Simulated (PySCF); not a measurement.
C2H7Al. Atoms are numbered in the order given.

```xyz
10

Al    -0.1369    -1.2824     0.0000
H      0.8273    -2.5475     0.0000
H     -1.7123    -1.5073     0.0000
C      0.6377     0.5266     0.0000
C     -0.3344     1.7163     0.0000
H      1.3209     0.5860    -0.8709
H      1.3209     0.5860     0.8709
H     -0.9935     1.7049     0.8840
H     -0.9935     1.7049    -0.8840
H      0.1904     2.6871     0.0000
```
Charge 0, spin multiplicity 1.

Geometry optimised at B3LYP-D3(BJ)/def2-SVP.

All values below come from B3LYP-D3(BJ)/def2-SVP in PySCF.

Frequencies are harmonic and unscaled.

List the normal modes with their intensities. (Estimate from the structure and the level; the computed values follow.)


| mode | ν (cm⁻¹) | IR (km/mol) | Raman (Å⁴/amu) | depolarisation | moving atoms (share of kinetic energy) |
|---|---|---|---|---|---|
| 1 | 65 | 0.0 | 7.9 | 0.75 | H 96 % |
| 2 | 194 | 1.4 | 0.4 | 0.35 | C 44 %, H 43 %, Al 13 % |
| 3 | 198 | 1.2 | 0.6 | 0.75 | H 87 %, C 12 % |
| 4 | 447 | 37.2 | 1.9 | 0.75 | H 91 % |
| 5 | 497 | 53.3 | 10.7 | 0.41 | H 62 %, Al 23 %, C 14 % |
| 6 | 606 | 36.6 | 14.1 | 0.25 | C 42 %, H 35 %, Al 23 % |
| 7 | 671 | 205.7 | 5.7 | 0.75 | H 77 %, C 12 %, Al 11 % |
| 8 | 802 | 310.2 | 14.7 | 0.75 | H 92 % |
| 9 | 921 | 12.8 | 0.1 | 0.75 | H 92 % |
| 10 | 958 | 3.4 | 4.8 | 0.43 | H 82 %, C 18 % |
| 11 | 1034 | 20.9 | 4.5 | 0.61 | C 72 %, H 28 % |
| 12 | 1219 | 1.6 | 7.7 | 0.15 | H 61 %, C 38 % |
| 13 | 1238 | 2.8 | 2.0 | 0.75 | H 77 %, C 23 % |
| 14 | 1399 | 6.4 | 6.4 | 0.74 | H 84 %, C 16 % |
| 15 | 1420 | 3.1 | 10.9 | 0.73 | H 90 %, C 10 % |
| 16 | 1472 | 2.6 | 16.5 | 0.73 | H 96 % |
| 17 | 1483 | 4.6 | 19.9 | 0.75 | H 97 % |
| 18 | 1909 | 156.2 | 197.4 | 0.09 | H 98 % |
| 19 | 1914 | 261.0 | 101.5 | 0.33 | H 96 % |
| 20 | 2989 | 20.3 | 110.9 | 0.15 | H 95 % |
| 21 | 3014 | 42.2 | 164.4 | 0.02 | H 97 % |
| 22 | 3021 | 12.4 | 111.4 | 0.75 | H 91 %, C 9 % |
| 23 | 3084 | 30.2 | 108.2 | 0.71 | H 91 %, C 9 % |
| 24 | 3094 | 31.5 | 47.8 | 0.75 | H 91 %, C 9 % |
